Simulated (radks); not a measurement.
Values are calculated unless marked as measured or tabulated.
Hf XXXVIII, configuration [Ar] 3d10 4s2 4p5 (the NIST ground configuration).

Level of theory: Dirac Kohn-Sham, Slater X-alpha with alpha = 0.59, spin-unpolarised, spherical densities, finite nucleus; open shells fill j = l - 1/2 first; Fermi nuclear charge, rms radius 5.347 fm (a radial shooting solver on a logarithmic mesh with Libxc functionals).

Energy parts (Ry):
part                   energy
total             -28485.2122
kinetic            32047.8953
electron-nucleus  -66577.0037
Hartree             6456.0270
exchange            -412.1308

Orbitals (lengths in bohr, moments of r in powers of bohr; <r^-3> diverges for s and p1/2; r(max) is where P^2 peaks; r(90%) holds 90 % of the orbital's charge):
| orbital | occ. | eigenvalue (Ry) | r(90%) | <r^4> | r(max) | <r^-3> |
|---|---|---|---|---|---|---|
| 1s1/2 | 2 | -4897.729 | 0.0346 | 6.656e-07 | 0.01192 | - |
| 2s1/2 | 2 | -933.5558 | 0.125 | 0.0001003 | 0.06834 | - |
| 2p1/2 | 2 | -897.2211 | 0.110 | 0.00006072 | 0.05096 | - |
| 2p3/2 | 4 | -809.8892 | 0.120 | 0.00008631 | 0.05758 | 14820 |
| 3s1/2 | 2 | -298.7232 | 0.303 | 0.003552 | 0.1917 | - |
| 3p1/2 | 2 | -282.8764 | 0.294 | 0.003124 | 0.1795 | - |
| 3p3/2 | 4 | -263.6360 | 0.313 | 0.004006 | 0.1929 | 3414 |
| 3d3/2 | 4 | -237.1861 | 0.284 | 0.002678 | 0.1509 | 588.9 |
| 3d5/2 | 6 | -232.9498 | 0.289 | 0.002888 | 0.1546 | 506.4 |
| 4s1/2 | 2 | -136.7870 | 0.594 | 0.05451 | 0.4122 | - |
| 4p1/2 | 2 | -130.0675 | 0.596 | 0.05474 | 0.4082 | - |
| 4p3/2 | 3 | -124.0328 | 0.624 | 0.06569 | 0.4299 | 1095 |

The highest occupied level is 4p3/2 at -1687.6 eV. The electron density at the nucleus is 1.204e+06 e/bohr^3. The density falls to 0.001 e/bohr^3 at r = 1.07 bohr. Summed over all electrons, <r^2> = 2.285 bohr^2, which gives a Langevin (diamagnetic) susceptibility term of -1.81 x 10^-6 cm^3/mol. For comparison, the ionisation energy in NIST's Atomic Spectra Database is 1719 eV (theoretical). In exact Kohn-Sham theory the highest level is minus the ionisation energy, but local and semilocal functionals leave it too shallow, through self-interaction and a potential that decays too fast; potentials with the right tail come closer.

Beside tabulated values, note that spin-unpolarised runs miss the spin-polarisation part of the exchange energy of open shells.
